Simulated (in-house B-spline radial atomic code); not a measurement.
**Ionising Ag V (Ag4+) with different functionals**

Computed with an all-electron radial atomic-structure program (B-spline basis): non-relativistic Hamiltonian, point nucleus, spin-polarised at highest spin, spherical fractional occupations for the functionals, and exact exchange of hybrids averaged over the configuration. The ionisation energy is the difference of two self-consistent energies, [Kr] 4d7 → [Kr] 4d6, without Breit or QED terms; ε is the level of the shell that loses the electron (its least bound occupied spin orbital). There is no spin-orbit coupling in this Hamiltonian.

```
   method                    rung  ΔSCF (eV)  -ε(4d) (eV)
     PBE0           global hybrid      67.26        61.40
    B3LYP           global hybrid      67.39        61.03
    TPSSh           global hybrid      67.17        59.88
   M06-2X           global hybrid      67.57        64.35
BHandHLYP           global hybrid      67.04        63.56
  r2SCAN0           global hybrid      66.98        61.24
    B97-1           global hybrid      67.41        61.11
    HSE06  range-separated hybrid      67.23        60.96
    wB97X  range-separated hybrid      67.23        64.00
CAM-B3LYP  range-separated hybrid      67.35        62.97
  LC-wPBE  range-separated hybrid      67.34        64.32
```

**Question.** Among the functionals, which spreads more, the ΔSCF values or the orbital energies?

**Answer.** The orbital energies: ΔSCF values span about 0.59 eV and the orbital energies 4.47 eV; here energy differences depend much less on the functional than eigenvalues do.

**Question.** How do they compare with the NIST value?

**Answer.** NIST lists 65 eV ± 1.9 (tabulated theory, ground level to ground level). Errors run from +1.98 to +2.57 eV; all lie within about twice that uncertainty, so the table can't rank the methods.
